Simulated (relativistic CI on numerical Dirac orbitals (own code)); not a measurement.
Sensitivity of the levels of Au41+ to α and to the nuclear radius

Calculated at this level of theory: Dirac-Coulomb-Breit CI, orbitals from a KLI potential per configuration, derivatives by finite differences, unscaled Slater integrals, QED left out (own radial code, finite nucleus).

CI space (outside the closed core [Ar] 3d10): 4s2 4p6 4d2, 4s2 4p6 4d 4f, 4s2 4p5 4d3, 4s 4p6 4d2 4f, 4s2 4p6 4f 5s, 4s2 4p6 4f2, 4s 4p6 4f3, 4p6 4d4, 4p5 4d5. Double excitations out of closed p, d and f shells are left out; levels of such configurations are missing from the list, as are those of other unlisted configurations, and high levels can miss mixing partners.

With x = (α/α₀)² − 1 an excitation energy changes as ω = ω₀ + qx; K = 2q/ω₀ is the relative enhancement. Terms are leading LS components, so labels can repeat. The field-shift factor is F = δν/δ⟨r²⟩ for the transition from the lowest level.

Lowest level 4s2 4p6 4d2 3F_2.

```
            Level  ω₀ (cm⁻¹)  q (cm⁻¹)  F (GHz/fm²)
 4s2 4p6 4d2 3P_0      74939      6807        0.484
 4s2 4p6 4d2 3F_3     203136    218200         7.61
 4s2 4p6 4d2 3P_2     238861    217300         7.91
 4s2 4p6 4d2 3P_1     251709    219400         8.07
 4s2 4p6 4d2 1G_4     252878    222600         8.16
 4s2 4p6 4d2 3F_4     436625    433100         15.4
 4s2 4p6 4d2 3P_2     461833    438300         15.8
 4s2 4p6 4d2 1S_0     541670    433400         15.5
4s2 4p5 4d3 3D°_2    1397129     81570         13.1
4s2 4p5 4d3 5D°_1    1413078     93810           14
4s2 4p5 4d3 5D°_0    1430015     85530         14.8
4s2 4p5 4d3 3F°_3    1443046     81160         12.5
4s2 4p5 4d3 5F°_3    1563714    289800         19.8
```

At this charge energies of transitions that change n are usually good to better than 1 %, and those within a shell (Δn = 0) to a few per cent.

Question: Which transition from the lowest level has the largest |K|?

Answer: 4s2 4p6 4d2 3F_3 at 203136 cm⁻¹, K = 2.15.
